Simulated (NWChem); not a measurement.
Species: trifluoroacetic acid (C₂HF₃O₂); SMILES FC(F)(F)C(=O)O

```xyz
8

O     -1.0822    -1.4804     0.0004
C      0.1269    -0.9367     0.0010
O      1.1653    -1.5253     0.0005
C      0.0174     0.5998     0.0003
F     -0.6564     1.0138     1.0696
F      1.2201     1.1412     0.0170
F     -0.6260     1.0130    -1.0881
H     -0.9697    -2.4443    -0.0007
```
Atoms are numbered in this order, from 1.

Computed with NWChem. Pople sets run with spherical d functions. Structure relaxed at the PBE0/def2-SVP level. Level PBE/6-31G*: single points from the atomic guess with DIIS by default; each run changes one setting, and all converged runs end within 0.3 mHa of each other. NWChem's automatic level shift, which a small gap switches on, acted in some of these runs.

Problem. Which setting needs the most SCF iterations, or fails (no DIIS, 40 % damping; DIIS on 20 Fock matrices; defaults; core-Hamiltonian guess; level shift of 0.5 Ha throughout; occupation smearing of 0.005 Ha)?

Solution. no DIIS, 40 % damping, with 35 against 10 for the defaults.
```json
[
 {"setting": "defaults", "SCF iterations": "10"},
 {"setting": "DIIS on 20 Fock matrices", "SCF iterations": "9"},
 {"setting": "no DIIS, 40 % damping", "SCF iterations": "35"},
 {"setting": "core-Hamiltonian guess", "SCF iterations": "14"},
 {"setting": "level shift of 0.5 Ha throughout", "SCF iterations": "14"},
 {"setting": "occupation smearing of 0.005 Ha", "SCF iterations": "10"}
]
```
